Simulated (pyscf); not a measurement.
Optimised with ωB97X-D3(BJ)/def2-SVP in PySCF.

SMILES: [SiH2]([GaH][AsH2])[AsH2]
```xyz
11

As     1.7227     0.3025    -0.3638
Si    -0.0065     1.5324     0.7010
Ga    -1.6905    -0.1287     0.8041
As    -2.8703    -0.6224    -1.2213
H      1.5016    -0.9324     0.5006
H      0.7889    -0.2083    -1.4520
H     -0.3111     2.6927    -0.1878
H      0.5383     2.0438     1.9930
H     -1.8383    -1.1096     2.0209
H     -4.1848    -0.8778    -0.5057
H     -3.1812     0.8363    -1.5078
```

**Question.** What is the homolytic dissociation enthalpy (298 K, ωB97M-D3(BJ)/def2-TZVP) of the Ga–Si bond of H₂As–SiH₂–GaH–AsH₂, to •H₂Si–AsH₂ + [HGa–AsH₂]•?

**Answer.** Ga–Si to •H₂Si–AsH₂ + [HGa–AsH₂]•: 271.9 kJ/mol. The 7 functionals that were run give +255.4 (M06-2X) to +297.2 kJ/mol (ωB97X-D3(BJ)). The radicals are drawn with the spin at the cut bond; how far it spreads was not checked. •H₂Si–AsH₂ lies 68.9 kJ/mol over its isomer H₃Si–AsH•, and others may lie lower still (electronic energy, ωB97M-D3(BJ)). Other isomers of [HGa–AsH₂]• were not searched in full and may lie lower. Elements up to Kr have no core potential and no relativistic terms here.
